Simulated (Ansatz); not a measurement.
Reaction (formal exchange of groups at a Ga–Cl bond): `O=C=[N][GaH][Cl]` + CH₄ → `[CH3][GaH][N]=C=O` + HCl

Program: Ansatz. Geometries: PBE0-D4/def2-TZVP. ΔE: electronic, gas phase. CCSD(T)/CBS adds triple-zeta CCSD(T) − MP2 to the extrapolated MP2 energy (def2 sets, frozen cores). This one scheme is used for every species. DFT in def2-TZVPP. B3LYP here is the variant with VWN-RPA as its local correlation; programs differ in this. HSE06 is defined as in plane-wave codes. For Ga outer-core shells are correlated without core-valence functions, which leaves a few kJ/mol of doubt a bond. Scalar relativity is left out up to krypton. One conformer a species, not always the lowest.

```json
{"level": "LDA (SPW92)", "ΔE (kJ/mol)": "120.6", "difference from CCSD(T)/CBS": "-7.5"}
{"level": "PBE-D4", "ΔE (kJ/mol)": "128.9", "difference from CCSD(T)/CBS": "0.8"}
{"level": "revPBE-D4", "ΔE (kJ/mol)": "130.1", "difference from CCSD(T)/CBS": "2.0"}
{"level": "BLYP-D4", "ΔE (kJ/mol)": "132.4", "difference from CCSD(T)/CBS": "4.3"}
{"level": "r2SCAN-D4", "ΔE (kJ/mol)": "137.0", "difference from CCSD(T)/CBS": "8.9"}
{"level": "B97M-V", "ΔE (kJ/mol)": "141.0", "difference from CCSD(T)/CBS": "12.9"}
{"level": "PBE0-D4", "ΔE (kJ/mol)": "131.9", "difference from CCSD(T)/CBS": "3.8"}
{"level": "B3LYP-D4", "ΔE (kJ/mol)": "134.4", "difference from CCSD(T)/CBS": "6.3"}
{"level": "r2SCANh-D4", "ΔE (kJ/mol)": "137.1", "difference from CCSD(T)/CBS": "9.0"}
{"level": "r2SCAN0-D4", "ΔE (kJ/mol)": "137.4", "difference from CCSD(T)/CBS": "9.3"}
{"level": "HSE06-D4", "ΔE (kJ/mol)": "132.2", "difference from CCSD(T)/CBS": "4.1"}
{"level": "BHLYP-D4", "ΔE (kJ/mol)": "140.1", "difference from CCSD(T)/CBS": "12.0"}
{"level": "CAM-B3LYP-D4", "ΔE (kJ/mol)": "132.1", "difference from CCSD(T)/CBS": "4.0"}
{"level": "ωB97X-V", "ΔE (kJ/mol)": "132.9", "difference from CCSD(T)/CBS": "4.8"}
{"level": "ωB97M-V", "ΔE (kJ/mol)": "131.8", "difference from CCSD(T)/CBS": "3.7"}
{"level": "B2PLYP", "ΔE (kJ/mol)": "134.8", "difference from CCSD(T)/CBS": "6.7"}
{"level": "PBE-QIDH", "ΔE (kJ/mol)": "134.2", "difference from CCSD(T)/CBS": "6.1"}
{"level": "PBE", "ΔE (kJ/mol)": "128.7", "difference from CCSD(T)/CBS": "0.6"}
{"level": "revPBE", "ΔE (kJ/mol)": "130.5", "difference from CCSD(T)/CBS": "2.4"}
{"level": "BLYP", "ΔE (kJ/mol)": "132.2", "difference from CCSD(T)/CBS": "4.1"}
{"level": "r2SCAN", "ΔE (kJ/mol)": "137.1", "difference from CCSD(T)/CBS": "9.0"}
{"level": "PBE0", "ΔE (kJ/mol)": "131.7", "difference from CCSD(T)/CBS": "3.6"}
{"level": "B3LYP", "ΔE (kJ/mol)": "134.0", "difference from CCSD(T)/CBS": "5.9"}
{"level": "r2SCANh", "ΔE (kJ/mol)": "137.2", "difference from CCSD(T)/CBS": "9.1"}
{"level": "r2SCAN0", "ΔE (kJ/mol)": "137.4", "difference from CCSD(T)/CBS": "9.3"}
{"level": "HSE06", "ΔE (kJ/mol)": "132.0", "difference from CCSD(T)/CBS": "3.9"}
{"level": "BHLYP", "ΔE (kJ/mol)": "139.1", "difference from CCSD(T)/CBS": "11.0"}
{"level": "CAM-B3LYP", "ΔE (kJ/mol)": "131.8", "difference from CCSD(T)/CBS": "3.7"}
{"level": "LC-ωPBE", "ΔE (kJ/mol)": "127.1", "difference from CCSD(T)/CBS": "-1.0"}
{"level": "MP2/def2-SVP", "ΔE (kJ/mol)": "141.2", "difference from CCSD(T)/CBS": "13.1"}
{"level": "CCSD/def2-SVP", "ΔE (kJ/mol)": "139.6", "difference from CCSD(T)/CBS": "11.5"}
{"level": "MP2/def2-TZVPP", "ΔE (kJ/mol)": "131.9", "difference from CCSD(T)/CBS": "3.8"}
{"level": "SCS-MP2/def2-TZVPP", "ΔE (kJ/mol)": "133.1", "difference from CCSD(T)/CBS": "5.0"}
{"level": "CCSD/def2-TZVPP", "ΔE (kJ/mol)": "130.0", "difference from CCSD(T)/CBS": "1.9"}
{"level": "CCSD(T)/def2-TZVPP", "ΔE (kJ/mol)": "129.8", "difference from CCSD(T)/CBS": "1.7"}
{"level": "HF/def2-QZVPP", "ΔE (kJ/mol)": "149.8", "difference from CCSD(T)/CBS": "21.7"}
{"level": "MP2/def2-QZVPP", "ΔE (kJ/mol)": "130.8", "difference from CCSD(T)/CBS": "2.7"}
{"level": "SCS-MP2/def2-QZVPP", "ΔE (kJ/mol)": "132.4", "difference from CCSD(T)/CBS": "4.3"}
{"level": "MP2/CBS(def2)", "ΔE (kJ/mol)": "130.2", "difference from CCSD(T)/CBS": "2.1"}
{"level": "CCSD/CBS(def2)", "ΔE (kJ/mol)": "128.3", "difference from CCSD(T)/CBS": "0.2"}
{"level": "CCSD(T)/CBS", "ΔE (kJ/mol)": "128.1", "difference from CCSD(T)/CBS": "0"}
```

Largest T1 diagnostic among the species: 0.015.

From BLYP to BHLYP (50 % exact exchange), in def2-TZVPP and without D4, ΔE moves by +6.9 kJ/mol. In def2-TZVPP, CCSD(T) changes the Hartree–Fock value by −20.3 kJ/mol (the triples alone add −0.2 kJ/mol) and MP2 by −18.2 kJ/mol.
